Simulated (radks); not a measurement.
The nuclear charge of the europium ion Eu2+ is varied continuously with 61 electrons held in [Xe] 4f7. Method: Dirac Kohn-Sham, PBE, spin-unpolarised, spherical densities, point nucleus; open shells fill j = l - 1/2 first; computed with a radial shooting solver on a logarithmic mesh with Libxc functionals. By the Hellmann-Feynman theorem dE/dZ = E(electron-nucleus)/Z, the electronic potential at the nucleus.

| Z | E (hartree) | E(electron-nucleus)/Z (hartree) | HOMO | e(HOMO) (eV) | <r> HOMO (bohr) |
|---|---|---|---|---|---|
| 62 | -10434.2632 | -412.388 | 4f7/2 | -2.947 | 1.251 |
| 62.2 | -10516.9396 | -414.373 | 4f7/2 | -4.873 | 1.146 |
| 62.4 | -10600.0118 | -416.348 | 4f7/2 | -7.196 | 1.082 |
| 62.6 | -10683.4786 | -418.319 | 4f7/2 | -9.808 | 1.036 |
| 62.8 | -10767.3391 | -420.286 | 4f7/2 | -12.649 | 0.9990 |
| 63 | -10851.5931 | -422.253 | 4f7/2 | -15.682 | 0.9680 |
| 63.2 | -10936.2402 | -424.218 | 4f7/2 | -18.886 | 0.9412 |
| 63.4 | -11021.2804 | -426.184 | 4f7/2 | -22.244 | 0.9174 |
| 63.6 | -11106.7139 | -428.151 | 4f7/2 | -25.744 | 0.8961 |
| 63.8 | -11192.5408 | -430.118 | 4f7/2 | -29.378 | 0.8767 |
| 64 | -11278.7612 | -432.086 | 4f7/2 | -33.139 | 0.8588 |

The central difference of E at Z = 63 is -422.253 hartree, to compare with the third column; the second derivative is -9.83 hartree.
